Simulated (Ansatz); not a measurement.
C3H6OSi (`C=C1[SiH2]C1O`). Charge 0, multiplicity 1.

Cartesian coordinates in Å:
```
C -0.5353 0.9891 -1.3848
C 0.1380 0.3375 -0.4431
Si 0.9626 0.9866 1.1670
C 0.2273 -0.9861 -0.0133
O -0.8227 -1.7331 0.3574
H -0.5789 2.0717 -1.3923
H -1.0390 0.4579 -2.1888
H -0.0109 0.5472 2.2213
H 2.1266 0.0675 1.3905
H 1.1548 -1.5424 -0.0147
H -1.6225 -1.1959 0.3008
```

(1) Give the diagnostics of a CCSD(T)/def2-TZVPP run (frozen core, Ansatz). (Estimate.)

## Answers

(1) The calculation gave: T1 = 0.0227, largest single amplitude 0.087, largest double 0.141, (T) share of the correlation energy 4.9 %, 13 CCSD cycles. The RHF solution is unstable towards an unrestricted one. T1 lies over the customary mark of 0.02 for closed shells.
